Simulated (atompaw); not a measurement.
Pseudopotential generation for tin: PAW (atompaw), PBE, scalar-relativistic.

- Element: tin
- Generator: atompaw 4.2.0.5
- Type: PAW
- Functional: PBE
- Relativity: scalar-relativistic
- Frozen core: [Kr]
- Valence charge: 14
- Reference configuration: 4d10 5s2 5p2
- Partial waves: 5s (bound): rc 1.95 bohr; 5s channel at 1.6 Ry: rc 1.95 bohr; 5p (bound): rc 2.35 bohr; 5p channel at 0.7 Ry: rc 2.35 bohr; 4d (bound): rc 2.35 bohr; 4d channel at -1.6 Ry: rc 1.75 bohr
- Local potential: bessel scheme, radius 1.95 bohr
- Core correction: smooth core density matched at 1.25 bohr
- Augmentation charge: besselshape compensation charge, radius 1.85 bohr; PAW radius 2.35 bohr; waves and projectors: custom rrkj gramschmidtortho

Poles of the logarithmic derivatives, all-electron (AE) and pseudo (PS). s: poles at 1.4 (AE) and 1.4 (PS) Ry. p: poles at 2.9 (AE) and 2.8 (PS) Ry. d: poles at -1.8 (AE) and -1.8 (PS) Ry. Test radius 2.36 bohr.

* Cutoffs needed: 18 Ry and 35 Ry (the cutoffs (Ry, on a coarse ladder) from which the occupation-weighted sum of valence levels, in a spherical-Bessel basis at the reference potential, stays within 10 and 1 mRy of its value at 400 Ry)
* Ghost test: no extra level below or beside the all-electron valence levels (s, p, d, f tested) (spherical-Bessel basis up to 400 Ry, 20 bohr box)
* Lowest eigenvalue of the overlap operator: 0.09 (d channel)
* Overlap eigenvalues printed by atompaw (projector basis): 0.0221, 0.0339, 0.647, 2.37, 3.32, 19.3
* Share of each valence orbital outside the PAW sphere: 5s 46 %, 5p 74 %, 4d 2 %
